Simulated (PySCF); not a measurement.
Spinor energies of Xe¹⁹⁺ (xenon, charge +19)

Start: [Ar] 3d10 4s2 4p5; 4p1/2 filled at m_j = -1/2, +1/2; 4p3/2 filled at m_j = -1/2, +1/2, +3/2. Calculated with PySCF 2.14 in an even-tempered Gaussian basis (18 s from 1.2 bohr⁻², ratio 2.8; 14 p from 1.5 bohr⁻², ratio 2.8; 9 d from 2.7 bohr⁻², ratio 2.8; 4 f from 9.3 bohr⁻², ratio 3): generalised Hartree-Fock with the X2C-1e Hamiltonian and a Gaussian nucleus; spin-orbit coupling (SO) screened by Boettger's factors.

| spinor shell | electrons | ε, screened SO (eV) | weight of nominal j (screened SO) | rms radius, screened SO (bohr) |
| --- | --- | --- | --- | --- |
| 1s1/2 | 2 | -35243.6 | 1.000 | 0.0305 |
| 2s1/2 | 2 | -6021.8 | 1.000 | 0.124 |
| 2p1/2 | 2 | -5677.7 | 1.000 | 0.107 |
| 3s1/2 | 2 | -1661.3 | 1.000 | 0.324 |
| 3p1/2 | 2 | -1518.1 | 1.000 | 0.315 |
| 3p3/2 | 4 | -1452.1 | 1.000 | 0.327 |
| 3d3/2 | 4 | -1203.1 | 0.999 | 0.298 |
| 3d5/2 | 6 | -1189.2 | 0.999 | 0.302 |
| 4s1/2 | 2 | -657.00 | 1.000 | 0.700 |
| 4p1/2 | 2 | -598.32 | 0.992 | 0.719 |
| 4p3/2 | 3 | -581.93 | 0.995 | 0.740 |

Where does 2p3/2 lie, and what is the 2p spin-orbit splitting (screened SO)?

At -5349.2 eV, 328.52 eV above 2p1/2.

| quantity | screened SO |
| --- | --- |
| E (hartree) | -7297.60648 |
| M_J | 3/2 |
| ⟨J²⟩ | 3.752 |
| ⟨L²⟩ | 2.020 |
| ⟨S²⟩ | 0.769 |

Each row is a mean over spinors that exchange with the open shell spreads, by up to 8.231 eV (4s1/2).

Breit and QED terms are absent; they matter most for the inner s and p1/2 levels.

Densities and radii are taken from the X2C orbitals without a picture-change correction, which distorts them close to the nucleus.
